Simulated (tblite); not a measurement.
Species: C6H7N3Si.
SMILES with atom numbers: `[SiH3:1][c:2]1[cH:3][cH:4][cH:5][c:6]2[n:7][n:8][nH:9][c:10]12` (hydrogens: H11, H12, H13 on Si1; H14 on C3; H15 on C4; H16 on C5; H17 on N9)

Computed with GFN2-xTB (tblite), gas phase: L-BFGS steps from a force-field or distance-geometry start until the largest atomic force falls under 0.01 eV/Å.

Step 6: E = -731.4728 eV
```
atom  x, y, z in Å  |  force x, y, z in eV/Å
Si1     2.5067   -0.3145   -0.1968   -0.083   0.133   0.101
C2      0.7171    0.2408   -0.0545   -0.025  -0.001  -0.006
C3      0.3175    1.5552    0.0741   -0.052   0.083   0.051
C4     -1.0258    1.9333    0.2140   -0.022  -0.036  -0.055
C5     -2.0465    1.0066    0.2205   -0.018   0.081   0.033
C6     -1.6936   -0.3391    0.0918    0.044   0.135  -0.008
N7     -2.4067   -1.5055    0.0603   -0.028   0.104  -0.001
N8     -1.6050   -2.4755   -0.0727   -0.237   0.002   0.045
N9     -0.3485   -2.0299   -0.1321    0.103  -0.140  -0.036
C10    -0.3265   -0.6789   -0.0393   -0.008  -0.015   0.023
H11     3.2456    0.7654   -0.8398    0.093  -0.043  -0.053
H12     2.9889   -0.5501    1.1670    0.078  -0.074  -0.043
H13     2.4889   -1.5557   -0.9775    0.150   0.003  -0.024
H14     1.0841    2.3144    0.0754   -0.038   0.127  -0.007
H15    -1.2603    2.9879    0.3077    0.019  -0.151   0.002
H16    -3.0754    1.3091    0.3279   -0.028  -0.054  -0.009
H17     0.4324   -2.6513   -0.2358    0.054  -0.153  -0.013
```

Step 7: E = -731.4796 eV
```
atom  x, y, z in Å  |  force x, y, z in eV/Å
Si1     2.5112   -0.3115   -0.1951   -0.049   0.120   0.123
C2      0.7184    0.2405   -0.0546    0.003   0.069   0.008
C3      0.3145    1.5549    0.0748   -0.033   0.084   0.036
C4     -1.0300    1.9309    0.2130    0.046   0.027  -0.037
C5     -2.0516    1.0069    0.2216    0.007   0.086   0.014
C6     -1.6935   -0.3361    0.0914    0.099   0.120  -0.002
N7     -2.4078   -1.4988    0.0611    0.001   0.039  -0.005
N8     -1.6080   -2.4692   -0.0711   -0.168  -0.115   0.021
N9     -0.3455   -2.0304   -0.1330   -0.117  -0.090  -0.005
C10    -0.3251   -0.6781   -0.0390    0.010  -0.065   0.007
H11     3.2534    0.7660   -0.8475    0.048  -0.089   0.002
H12     2.9957   -0.5579    1.1722    0.039  -0.036  -0.141
H13     2.4989   -1.5538   -0.9785    0.137   0.033  -0.002
H14     1.0772    2.3197    0.0752   -0.053   0.084  -0.005
H15    -1.2595    2.9859    0.3082   -0.003  -0.129   0.000
H16    -3.0813    1.3081    0.3275   -0.012  -0.060  -0.007
H17     0.4258   -2.6650   -0.2360    0.045  -0.077  -0.007
```

Question: Estimate the geometry and energy of step 8. (The exact step hangs on the optimiser's Hessian estimate; all steps are aligned on step 7, rigid shifts and turns removed.)

Answer: E = -731.4847 eV, largest force 0.182 eV/Å
```
atom  x, y, z in Å  |  force x, y, z in eV/Å
Si1     2.5134   -0.3073   -0.1921   -0.016   0.069   0.077
C2      0.7186    0.2418   -0.0545    0.037   0.062   0.019
C3      0.3123    1.5557    0.0759   -0.010   0.073   0.013
C4     -1.0324    1.9297    0.2116    0.058   0.035  -0.011
C5     -2.0553    1.0084    0.2227    0.049   0.051  -0.010
C6     -1.6920   -0.3321    0.0911    0.112   0.032   0.000
N7     -2.4085   -1.4928    0.0616   -0.010   0.010   0.000
N8     -1.6132   -2.4659   -0.0695   -0.091  -0.125   0.002
N9     -0.3460   -2.0323   -0.1338   -0.120  -0.137   0.005
C10    -0.3233   -0.6791   -0.0387   -0.007  -0.051  -0.004
H11     3.2602    0.7647   -0.8532    0.018  -0.106   0.039
H12     3.0017   -0.5645    1.1738    0.021  -0.009  -0.167
H13     2.5090   -1.5515   -0.9792    0.119   0.078   0.029
H14     1.0712    2.3255    0.0750   -0.057   0.047  -0.002
H15    -1.2589    2.9822    0.3085   -0.031  -0.028   0.003
H16    -3.0859    1.3062    0.3272   -0.004  -0.054  -0.004
H17     0.4222   -2.6767   -0.2364   -0.069   0.054   0.010
```

The energy changes by -0.0050 eV. The first-order estimate −F·Δx gives -0.0071 eV and the mean of the old and new forces, exact on a quadratic surface, -0.0050 eV. The step makes an angle of 57° with the force vector and moves no atom by more than 0.012 Å.
